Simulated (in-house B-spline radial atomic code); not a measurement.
Configurations of Pr, with energies counted from [Xe] (4f5/2)3 6s2. Level of theory: Dirac-Hartree-Fock, average of each configuration as written, Fermi nucleus of rms radius 4.8919 fm; calculated with a B-spline radial code for spherical atoms. Energies include first-order Breit, QED and recoil terms.

Occupations are held fixed; configurations that lie above the ionisation limit could autoionise.

| configuration | E - E(ref) (eV) | highest orbital | its <r> (bohr) |
| --- | --- | --- | --- |
| [Xe] (4f5/2)2 (4f7/2)1 6s2 | 0.98463 | 6s1/2 | 4.834 |
| [Xe] (4f7/2)2 6s2 7s1 | 3.5915 | 7s1/2 | 10.84 |
| [Xe] (4f5/2)3 6s1 (7f7/2)1 | 4.2171 | 7f7/2 | 66.98 |
| [Xe] (4f7/2)4 6s1 | 8.3125 | 4f7/2 | 1.403 |
| [Kr] 4d10 (4f5/2)2 (4f7/2)1 5s2 (5p1/2)1 (5p3/2)4 6s2 (6g7/2)1 | 27.935 | 6g7/2 | 43.99 |
| [Kr] 4d10 (4f5/2)2 (4f7/2)1 5s2 (5p1/2)1 (5p3/2)4 6s2 (9d5/2)1 | 27.962 | 9d5/2 | 55.24 |

Order these further configurations by energy, lowest first.
A. [Kr] (4d3/2)4 (4d5/2)5 (4f5/2)3 5s2 5p6 6s2 (8f7/2)1
B. [Kr] (4d3/2)3 (4d5/2)6 (4f7/2)3 5s2 5p6 6s2 (7g9/2)1
C. [Xe] (4f7/2)3 6s1 (9d5/2)1
D. [Kr] 4d10 (4f5/2)2 (4f7/2)1 5s2 (5p1/2)2 (5p3/2)3 6s2 (10p1/2)1
E. [Kr] (4d3/2)4 (4d5/2)5 (4f5/2)1 (4f7/2)2 5s2 5p6 6s2 8s1

C (5.2735 eV), D (24.921 eV), A (115.84 eV), E (118.76 eV), B (120.48 eV).

How far above the reference does [Xe] (4f5/2)1 (4f7/2)2 6s2 lie?

1.356 eV; its least bound orbital is 6s1/2 with <r> = 4.833 bohr.
